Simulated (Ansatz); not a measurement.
# Molecular dynamics of ClGaH2

Input file:

```yaml
crystal:
  periodic: [false, false, false]
  atoms:
    - { symbol: Ga, position_ang: [0.240849, 0.0, -0.570776] }
    - { symbol: Cl, position_ang: [1.341219, 0.0, 1.832945] }
    - { symbol: H, position_ang: [1.710766, 0.0, 0.226253] }
    - { symbol: H, position_ang: [-1.335234, 0.0, -0.358222] }
basis:
  gaussian: { orbitals: def2-SVPD }
hamiltonian:
  xc: pbe0
  dispersion: d4
md:
  timestep: 0.5
  n_steps: 200
  ensemble: nve
  temperature: 100.0
  initial_velocities: maxwell_boltzmann
  seed: 9516
```

Launched with:

```bash
$ ansatz run input.yaml --threads 1 --pin off --max-ram 2048MiB --backend cpu --events-out ev --progress --plain --runs-dir out
```

It starts at the highest image of a converged band, a first-order saddle point between two minima.

Output, in part (step lines, the closing report, with atoms numbered from 0):

```
md step     0: t =     0.00 fs  T =   100.0 K  F+E_penalty+E_count = -64910.55423657 eV  E_kin = 0.025852 eV  conserved = -64910.52838457 eV  (29 SCF iters)
md step     1: t =     0.50 fs  T =    99.6 K  F+E_penalty+E_count = -64910.55412309 eV  E_kin = 0.025739 eV  conserved = -64910.52838458 eV  (27 SCF iters)
md step     2: t =     1.00 fs  T =    98.5 K  F+E_penalty+E_count = -64910.55384787 eV  E_kin = 0.025465 eV  conserved = -64910.52838291 eV  (27 SCF iters)
md step     3: t =     1.50 fs  T =    97.0 K  F+E_penalty+E_count = -64910.55344442 eV  E_kin = 0.025065 eV  conserved = -64910.52837947 eV  (27 SCF iters)
md step     4: t =     2.00 fs  T =    95.1 K  F+E_penalty+E_count = -64910.55297272 eV  E_kin = 0.024598 eV  conserved = -64910.52837483 eV  (27 SCF iters)
md step     5: t =     2.50 fs  T =    93.4 K  F+E_penalty+E_count = -64910.55251211 eV  E_kin = 0.024143 eV  conserved = -64910.52836951 eV  (27 SCF iters)
md step     6: t =     3.00 fs  T =    92.0 K  F+E_penalty+E_count = -64910.55215342 eV  E_kin = 0.023789 eV  conserved = -64910.52836410 eV  (27 SCF iters)
md step     7: t =     3.50 fs  T =    91.4 K  F+E_penalty+E_count = -64910.55198993 eV  E_kin = 0.023631 eV  conserved = -64910.52835915 eV  (27 SCF iters)
[... lines left out ...]
Total energy: -64910.76518335 eV, -2385.4266223911 hartree
Atom 0 at     0.088926     0.000062    -0.867065 Å, force    -0.080889    -0.001043     0.096513 eV/Å
Atom 1 at     1.607497    -0.000056     2.301110 Å, force     0.023623     0.001945     0.280047 eV/Å
Atom 2 at     2.370432     0.026543     3.348208 Å, force    -0.031306    -0.002233    -0.220678 eV/Å
Atom 3 at    -0.851116    -0.028873     0.549279 Å, force     0.088573     0.001332    -0.155883 eV/Å
Dipole moment:     0.183379     0.006437     0.163859 e Å
```

The steps, from the saved trajectory:

```csv
time (fs),T (K),potential energy less start (eV),conserved less start (meV/atom)
0,100,0.000,0.00
3,92,0.002,0.01
6,109,-0.002,0.01
9,174,-0.019,0.00
12,241,-0.037,0.00
15,304,-0.053,0.01
18,411,-0.081,-0.01
21,501,-0.104,0.00
24,629,-0.137,0.00
27,768,-0.173,0.00
30,906,-0.209,-0.01
33,1011,-0.235,0.00
36,1126,-0.265,-0.01
39,1245,-0.296,0.00
42,1344,-0.322,-0.03
45,1344,-0.322,0.00
48,1401,-0.337,-0.02
51,1407,-0.338,0.01
54,1378,-0.330,-0.02
57,1272,-0.303,0.01
60,1259,-0.300,-0.03
63,1171,-0.277,0.01
66,1085,-0.255,-0.02
69,972,-0.225,0.01
72,942,-0.218,-0.02
75,863,-0.197,0.01
78,830,-0.189,-0.01
81,806,-0.182,0.00
84,815,-0.185,-0.01
87,816,-0.185,0.00
90,829,-0.188,0.00
93,865,-0.198,-0.01
96,869,-0.199,0.01
99,908,-0.209,-0.02
```

The run went to its last step. The conserved energy stayed within 0.03 meV per atom of its start (net change -0.018 meV per atom), so the integration is sound. The kinetic energy rose, since the run started high on the potential surface and went downhill. It ends in pieces (ClH + GaH), so much of that is their flight and rotation, not heat. A run of 0.1 ps of so small a system gives no equilibrium averages. The orbitals stay closed-shell, which can raise the energy where a bond breaks towards radicals; this wasn't checked here.

Between its relaxed ends the band would form Cl2–H3 and break Ga1–Cl2, Ga1–H3. These pairs go: Cl2–H3 1.65 → 1.30 Å, Ga1–Cl2 2.64 → 3.51 Å, Ga1–H3 1.67 → 4.79 Å. In the last frame they stand as after the step (other bonds may differ from the relaxed reactants and products). It ends as ClH + GaH. Pairs count as bonded within 1.25 times the sum of covalent radii (0.12 Å more for H–H).

Last frame:

```xyz
4
Properties=species:S:1:pos:R:3
Ga 0.089 0.000 -0.867
Cl 1.607 0.000 2.301
H 2.370 0.026 3.348
H -0.851 -0.029 0.549
```

The run took 13 min on 1 thread of Arm Neoverse N1, with other jobs on the host, peak memory 0.15 GiB.
